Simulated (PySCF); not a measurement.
digallium oxide (Ga2O), SMILES [Ga][O][Ga] (connectivity only; charge and spin as stated), neutral, multiplicity 1. Heavy atoms are numbered as in [Ga:1][O:2][Ga:3].

Geometry: PBE0-D3(BJ)/def2-TZVP.

Method: PBE0/pcSseg-2 (PySCF).

GIAO shieldings, no solvent; atoms alike by connectivity are averaged. δ = σ(ref) − σ: ¹⁷O against H2O (σ = 327.8 ppm), references at their B3LYP-D3(BJ)/def2-TZVP geometries, non-relativistic.

```csv
nucleus,atoms,count,δ (ppm)
¹⁷O,O2,1,453.6
```
